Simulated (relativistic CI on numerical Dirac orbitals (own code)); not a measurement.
Fe19+: what numerical and physical settings do to a radial Dirac CI calculation

Reference input:

```
atom Fe  Z=26  charge=19  electrons=7
nucleus A=56  rms_radius_fm=3.7377
hamiltonian dirac-coulomb  breit=on  qed=on  c_scale=1
orbitals kli  potential=per-configuration
slater_scale 1
correlation none
mixing on
grid step=0.0125 r_max=5.5
scf mixing=0.4 start=green max_iterations=150 tolerance=2e-08 node_fill=0.05
configurations
  [He] 2s2 2p3
  [He] 2s 2p4
  [He] 2p5
end
```

Computed lowest total energy -998.02444 Ha, first excitation 141276.8 cm⁻¹, 27 SCF steps. Runs with settings changed; * marks those that are bad on purpose (the QED terms keep the true α when c is scaled):

```
                            Changed    Outcome     Lowest level    ΔE (Ha)  First excitation (cm⁻¹)  SCF steps                                                    Message
                     SCF mixing 0.2  converged  2s2 2p3 4S°_3/2  -1.82e-10                 141276.8         27                                                           
QED terms off, SCF tolerance 0.0001  converged  2s2 2p3 4S°_3/2     -0.312                 141270.2         18                                                           
                speed of light × 10  converged  2s2 2p3 4S°_3/2       7.88                 156826.1         27                                                           
                        charge 21 *    refused                                                               0  configuration [He] 2s2 2p3 has 7 electrons, the ion has 5
                   SCF mixing 2.5 *  converged  2s2 2p3 4S°_3/2   6.29e-11                 141276.8         31
```
